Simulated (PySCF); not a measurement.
# Spinor energies of Re³⁺ (rhenium, charge +3)

Start: [Xe] 4f14 5d4; 5d3/2 filled at m_j = -3/2, -1/2, +1/2, +3/2. Calculated with PySCF 2.14 in x2c-QZVPPall-2c (16s16p12d7f2g, 191 functions): generalised Hartree-Fock with the X2C-1e Hamiltonian and a Gaussian nucleus; one run each with spin-orbit coupling (SO) switched off, then screened by Boettger's factors.

```json
{"spinor shell": "1s1/2", "electrons": "2", "ε, spin-free (eV)": "-72098.8", "ε, screened SO (eV)": "-72075.9", "weight of nominal j (screened SO)": "1.000", "rms radius, screened SO (bohr)": "0.0204"}
{"spinor shell": "2s1/2", "electrons": "2", "ε, spin-free (eV)": "-12669.4", "ε, screened SO (eV)": "-12662.1", "weight of nominal j (screened SO)": "1.000", "rms radius, screened SO (bohr)": "0.0824"}
{"spinor shell": "2p1/2", "electrons": "2", "ε, spin-free (eV)": "-11065.2", "ε, screened SO (eV)": "-12095.9", "weight of nominal j (screened SO)": "1.000", "rms radius, screened SO (bohr)": "0.0700"}
{"spinor shell": "2p3/2", "electrons": "4", "ε, spin-free (eV)": "-11065.2", "ε, screened SO (eV)": "-10650.1", "weight of nominal j (screened SO)": "1.000", "rms radius, screened SO (bohr)": "0.0775"}
{"spinor shell": "3s1/2", "electrons": "2", "ε, spin-free (eV)": "-3019.8", "ε, screened SO (eV)": "-3017.4", "weight of nominal j (screened SO)": "1.000", "rms radius, screened SO (bohr)": "0.210"}
{"spinor shell": "3p1/2", "electrons": "2", "ε, spin-free (eV)": "-2538.6", "ε, screened SO (eV)": "-2765.0", "weight of nominal j (screened SO)": "1.000", "rms radius, screened SO (bohr)": "0.202"}
{"spinor shell": "3p3/2", "electrons": "4", "ε, spin-free (eV)": "-2538.6", "ε, screened SO (eV)": "-2445.7", "weight of nominal j (screened SO)": "1.000", "rms radius, screened SO (bohr)": "0.217"}
{"spinor shell": "3d3/2", "electrons": "4", "ε, spin-free (eV)": "-1986.6", "ε, screened SO (eV)": "-2026.9", "weight of nominal j (screened SO)": "1.000", "rms radius, screened SO (bohr)": "0.192"}
{"spinor shell": "3d5/2", "electrons": "6", "ε, spin-free (eV)": "-1986.6", "ε, screened SO (eV)": "-1957.8", "weight of nominal j (screened SO)": "1.000", "rms radius, screened SO (bohr)": "0.196"}
{"spinor shell": "4s1/2", "electrons": "2", "ε, spin-free (eV)": "-687.17", "ε, screened SO (eV)": "-686.31", "weight of nominal j (screened SO)": "1.000", "rms radius, screened SO (bohr)": "0.468"}
{"spinor shell": "4p1/2", "electrons": "2", "ε, spin-free (eV)": "-526.54", "ε, screened SO (eV)": "-579.88", "weight of nominal j (screened SO)": "1.000", "rms radius, screened SO (bohr)": "0.476"}
{"spinor shell": "4p3/2", "electrons": "4", "ε, spin-free (eV)": "-526.54", "ε, screened SO (eV)": "-504.33", "weight of nominal j (screened SO)": "1.000", "rms radius, screened SO (bohr)": "0.509"}
{"spinor shell": "4d3/2", "electrons": "4", "ε, spin-free (eV)": "-320.89", "ε, screened SO (eV)": "-329.25", "weight of nominal j (screened SO)": "0.999", "rms radius, screened SO (bohr)": "0.531"}
{"spinor shell": "4d5/2", "electrons": "6", "ε, spin-free (eV)": "-320.89", "ε, screened SO (eV)": "-314.52", "weight of nominal j (screened SO)": "0.999", "rms radius, screened SO (bohr)": "0.543"}
{"spinor shell": "5s1/2", "electrons": "2", "ε, spin-free (eV)": "-130.37", "ε, screened SO (eV)": "-130.08", "weight of nominal j (screened SO)": "1.000", "rms radius, screened SO (bohr)": "1.11"}
{"spinor shell": "5p1/2", "electrons": "2", "ε, spin-free (eV)": "-86.708", "ε, screened SO (eV)": "-97.112", "weight of nominal j (screened SO)": "0.935", "rms radius, screened SO (bohr)": "1.23"}
{"spinor shell": "4f5/2", "electrons": "6", "ε, spin-free (eV)": "-90.326", "ε, screened SO (eV)": "-91.540", "weight of nominal j (screened SO)": "0.991", "rms radius, screened SO (bohr)": "0.634"}
{"spinor shell": "4f7/2", "electrons": "8", "ε, spin-free (eV)": "-90.326", "ε, screened SO (eV)": "-88.617", "weight of nominal j (screened SO)": "0.993", "rms radius, screened SO (bohr)": "0.638"}
{"spinor shell": "5p3/2", "electrons": "4", "ε, spin-free (eV)": "-86.708", "ε, screened SO (eV)": "-82.014", "weight of nominal j (screened SO)": "0.967", "rms radius, screened SO (bohr)": "1.30"}
{"spinor shell": "5d3/2", "electrons": "4", "ε, spin-free (eV)": "-40.307", "ε, screened SO (eV)": "-40.303", "weight of nominal j (screened SO)": "0.668", "rms radius, screened SO (bohr)": "1.77"}
```

```csv
quantity,spin-free,screened SO
E (hartree),-16678.31175,-16699.19988
M_J,0,0
⟨J²⟩,4.008,2.725
⟨L²⟩,6.004,5.636
⟨S²⟩,6.004,5.626
```

The determinant has a definite M_J but mixes levels of different J.

Each row is a mean over spinors that exchange with the open shell spreads, by up to 4.831 eV (5p3/2).

Rows whose weight is well below 1 are mixtures of j = l ± 1/2: exchange outweighs spin-orbit coupling there, and the label is only the starting occupation.

Breit and QED terms are absent; they matter most for the inner s and p1/2 levels.

Densities and radii are taken from the X2C orbitals without a picture-change correction, which distorts them close to the nucleus.

Without spin-orbit coupling the j labels of p, d and f shells carry no meaning; the spin-free column gives the mean over the occupied spinors of each nl shell, and its ⟨J²⟩ belongs to a mixture of degenerate components.
